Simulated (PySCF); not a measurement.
Compound: SbMe2I, C2H6ISb.
Bonds: Sb1–C2, Sb1–C6, Sb1–I10. Hydrogens: H3, H4, H5 on C2; H7, H8, H9 on C6.

Level of theory: PBE0-D3(BJ)/def2-SVP geometry optimisation, gas phase, def2 core potentials past Kr (PySCF).

Entries marked ? are missing. Bonds in one row agree within 0.01 Å.

```json
{"coordinate": "Sb1–C2, Sb1–C6", "value": "?"}
{"coordinate": "Sb1–I10", "value": "?"}
{"coordinate": "C2–H3 and 5 like bonds", "value": "1.099 Å"}
{"coordinate": "C2–Sb1–C6", "value": "93.9°"}
{"coordinate": "C2–Sb1–I10", "value": "95.4°"}
{"coordinate": "Sb1–C2–H3", "value": "?"}
{"coordinate": "Sb1–C2–H5", "value": "?"}
{"coordinate": "H3–C2–H4", "value": "?"}
```

Question: Fill in the missing values.

Answer: 
- Sb1–C2, Sb1–C6 = 2.167 Å (ends: antimony bonded to 2 C and I; carbon bonded to Sb and 3 H); 0.02 Å above the sum of covalent radii, 2.15 Å.
- Sb1–I10 = 2.754 Å (ends: antimony bonded to 2 C and I; iodine bonded to Sb); 0.03 Å below the sum of covalent radii, 2.78 Å.
- Sb1–C2–H3 = 109.9°, at the carbon bonded to Sb and 3 H; the outer atoms are 2.743 Å apart.
- Sb1–C2–H5 = 108.3°, at the carbon bonded to Sb and 3 H; the outer atoms are 2.722 Å apart.
- H3–C2–H4 = 109.7°, at the carbon bonded to Sb and 3 H; the outer atoms are 1.797 Å apart.

Radii are Cordero's, carbon taken as 0.76, 0.73 or 0.69 Å for four, three, and two or fewer neighbours.

Not checked by PBE0-D3(BJ)/def2-SVP frequencies.
